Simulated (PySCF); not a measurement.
C₄H₁₂Zr, multiplicity 1. Atoms are numbered in the order given.

```xyz
17

Zr     0.0000     0.0000     0.0000
C     -1.2788     1.2788    -1.2788
H     -1.0912     1.0912    -2.3523
H     -1.0912     2.3523    -1.0912
H     -2.3523     1.0912    -1.0912
C      1.2788     1.2788     1.2788
H      1.0912     1.0912     2.3523
H      1.0912     2.3523     1.0912
H      2.3523     1.0912     1.0912
C      1.2788    -1.2788    -1.2788
H      1.0912    -2.3523    -1.0912
H      2.3523    -1.0912    -1.0912
H      1.0912    -1.0912    -2.3523
C     -1.2788    -1.2788     1.2788
H     -1.0912    -1.0912     2.3523
H     -1.0912    -2.3523     1.0912
H     -2.3523    -1.0912     1.0912
```
Charge 0, spin multiplicity 1.

Coordinates come from a PBE0-D3(BJ)/def2-SVP optimisation. The multiplicity is an assumed one; other spin states were not compared. The def2 effective core potentials stand for the cores of Zr; spin–orbit coupling is left out.

The numbers are results of PBE0-D3(BJ)/def2-SVP in PySCF, not measurements.

Frequencies are harmonic and unscaled.

Modes within 1.5 cm⁻¹ of each other (mostly degenerate sets) share a row, with their intensities summed.

Computed vibrational spectrum:
```
mode   ν (cm⁻¹)  IR (km/mol)  moving atoms (share of kinetic energy)
-----  --------  -----------  --------------------------------------
1            35          0.0                                 H 100 %
2–4          62          0.0                                  H 99 %
5–7         134          3.0                 C 46 %, H 36 %, Zr 18 %
8–9         139          0.0                          C 61 %, H 39 %
10–12       344          0.0                          H 87 %, C 13 %
13–15       436         17.4                          H 53 %, C 43 %
16          499          0.0                          C 75 %, H 25 %
17–18       504          0.0                          H 75 %, C 25 %
19–21       551        366.8                 H 43 %, C 38 %, Zr 18 %
22–24      1147         91.7                          H 77 %, C 23 %
25         1154          0.0                          H 78 %, C 22 %
26–28      1392          0.0                                  H 94 %
29–33      1399         46.7                                  H 95 %
34–36      3010          0.5                                  H 97 %
37         3015          0.0                                  H 97 %
38–40      3114          0.0                           H 91 %, C 9 %
41–45      3119         47.3                           H 91 %, C 9 %
```
